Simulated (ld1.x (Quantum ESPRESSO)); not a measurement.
# Mo (Z = 42): PAW pseudisation with LDA (PZ), fully relativistic reference atom.

* Element: molybdenum
* Generator: ld1.x (Quantum ESPRESSO) 7.5
* Type: PAW
* Functional: LDA (PZ)
* Relativity: fully relativistic
* Frozen core: [Ar] 3d10
* Valence charge: 14
* Reference configuration: 4s2 4p6 4d5 5s0 5p1
* Partial waves: 4s (bound): rcut 1.45, rcutus 1.70 bohr; 5s (bound, empty): rcut 1.45, rcutus 1.70 bohr; 4p (bound): rcut 1.90, rcutus 2.30 bohr; 5p (bound): rcut 1.90, rcutus 2.30 bohr; 4d (bound): rcut 2.20, rcutus 2.40 bohr; 4d channel at -0.05 Ry: rcut 2.20, rcutus 2.40 bohr
* Local potential: all-electron potential smoothed inside 1.65 bohr (lloc = -2)
* Core correction: a·sin(br)/r model core inside 1.75 bohr
* Augmentation charge: BESSEL, radius 1.15 bohr

Open shells are filled in proportion to 2j + 1 (rel_dist='average').

Poles of the logarithmic derivatives, all-electron (AE) and pseudo (PS). s: poles at -4.8, 2.7 (AE) and -4.8, 2.6 (PS) Ry. p1/2: poles at -3.0, 3.8 (AE) and -3.0, 2.6 (PS) Ry. p3/2: poles at -2.8, 4.0 (AE) and -2.8, 2.6 (PS) Ry. d3/2: poles at 0.1 (AE) and 0.1 (PS) Ry. d5/2: poles at 0.2 (AE) and 0.2 (PS) Ry. Test radius 2.60 bohr.

* Configuration tests: test run stopped at test 4 of 7 (negative rho)

The ghost test of this file was not conclusive.
